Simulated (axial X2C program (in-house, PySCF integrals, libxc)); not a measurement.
## Spectroscopic constants of VH⁻

Computed with an axial X2C code built on PySCF integrals. Spin-free means the one-electron spin-free X2C Hamiltonian; two-component (2c) means X2C with spin–orbit coupling and atomic mean-field two-electron Coulomb and Gaunt terms, so the difference of the two also holds small scalar two-electron terms. Basis: V dyall-acv3z [11s11p7d4f2g], H dyall-av3z [7s3p2d] (cores contracted in-house); Gaussian nuclei, density fitting, unrestricted open shells. Masses: V 50.944 u, H 1.008 u.

State, spin-free: M_S = 3/2, Λ = 2 (beyond evenly filled blocks: π+α, π-α, δ+α); electrons by block: σα: 7, σβ: 7, π+α: 3, π+β: 2, π-α: 3, π-β: 2, δ+α: 1. Fragments: V + H- for PBE0, CCSD, CCSD(T), PW91; V- + H for HF.

State, 2c: Ω = 1/2 (⟨Sz⟩ = -1.50, ⟨Lz⟩ = 2.00 at PBE0); electrons by block: 1/2: 10, -1/2: 9, 3/2: 3, -3/2: 3. Fragments: V + H-.

```json
{"Hamiltonian": "spin-free", "level": "PBE0", "Re (Å)": "1.738", "ωe (cm⁻¹)": "1445.1", "ωexe (cm⁻¹)": "30.2", "Be (cm⁻¹)": "5.645", "k (mdyn/Å)": "1.22", "μ (D)": "3.68"}
{"Hamiltonian": "spin-free", "level": "HF", "Re (Å)": "1.842", "ωe (cm⁻¹)": "1325.9", "ωexe (cm⁻¹)": "34.1", "Be (cm⁻¹)": "5.025", "k (mdyn/Å)": "1.02", "μ (D)": "7.09"}
{"Hamiltonian": "spin-free", "level": "CCSD", "Re (Å)": "1.830", "ωe (cm⁻¹)": "1238.7", "ωexe (cm⁻¹)": "36.6", "Be (cm⁻¹)": "5.091", "k (mdyn/Å)": "0.893", "μ (D)": "n/a"}
{"Hamiltonian": "spin-free", "level": "CCSD(T)", "Re (Å)": "1.826", "ωe (cm⁻¹)": "1246.2", "ωexe (cm⁻¹)": "34.6", "Be (cm⁻¹)": "5.118", "k (mdyn/Å)": "0.904", "μ (D)": "n/a"}
{"Hamiltonian": "spin-free", "level": "PW91", "Re (Å)": "1.715", "ωe (cm⁻¹)": "1465.3", "ωexe (cm⁻¹)": "32.4", "Be (cm⁻¹)": "5.797", "k (mdyn/Å)": "1.25", "μ (D)": "3.56"}
{"Hamiltonian": "2c", "level": "PBE0", "Re (Å)": "1.738", "ωe (cm⁻¹)": "1444.7", "ωexe (cm⁻¹)": "30.2", "Be (cm⁻¹)": "5.645", "k (mdyn/Å)": "1.22", "μ (D)": "3.68"}
{"Hamiltonian": "2c", "level": "PW91", "Re (Å)": "1.715", "ωe (cm⁻¹)": "1464.9", "ωexe (cm⁻¹)": "32.4", "Be (cm⁻¹)": "5.797", "k (mdyn/Å)": "1.25", "μ (D)": "3.56"}
```

Correlated methods: 7 electrons correlated (number of frozen shells: V 3 s, 2 p; H none), 247 virtual spin orbitals or spinors in MP2, 90 natural virtuals in coupled cluster.

Dipoles are positive if H is the positive end and refer to the centre of mass.

The state is a single determinant with fixed occupations, the lowest that a limited PBE0 search found. De is not given where an atomic determinant may have missed its ground term or J level, or where the truncated virtual space spoils (T). Density functionals use the spin component along the axis (collinear). CCSD and (T) use frozen natural virtuals with an MP2 correction for the truncation; (T) itself is uncorrected, so its De runs slightly low. The highest occupied level is positive at some bond lengths even in Hartree–Fock (under at least one Hamiltonian), so the basis set holds the extra electron there; where that holds at Re the anion is at best weakly bound and its constants depend on the basis. Other states lie close and PBE0, whose exact exchange favours high spin, may order them wrongly; the determinant shown need not be the ground state. The nearest other spin-free determinant of the search, M_S = 3/2, Λ = 1, lies 0.09 eV up at the distance of the search. Without a current term, density functionals place determinants with orbital angular momentum somewhat too high. With several unpaired electrons one determinant need not be a pure state. The outer-core s and p shells of the metal are frozen in the correlated rows, which leaves out core–valence correlation; for alkali and alkaline-earth bonds that tends to lengthen them. At some level and bond length an empty orbital lies below a filled one. The determinant is spin-polarised beyond a pure state at some levels (its spin-free form has ⟨S²⟩ too high), which makes Re and μ there less reliable. The T1 diagnostic is large, a sign of multireference character.

No reliable constants came from CCSD (2c), CCSD(T) (2c), HF (2c), MP2 (2c), MP2 (spin-free): no minimum in range, unconverged points, a curve that is not smooth, a change of character along it, or the two Hamiltonians disagreeing along it.

Rough cost a point (2c) on 1 thread(s) of a shared host, integrals apart: PBE0 1.1 s, PW91 0.8 s.

The whole task took 2.7 min on 1 thread of Arm Neoverse V1, on a shared host.
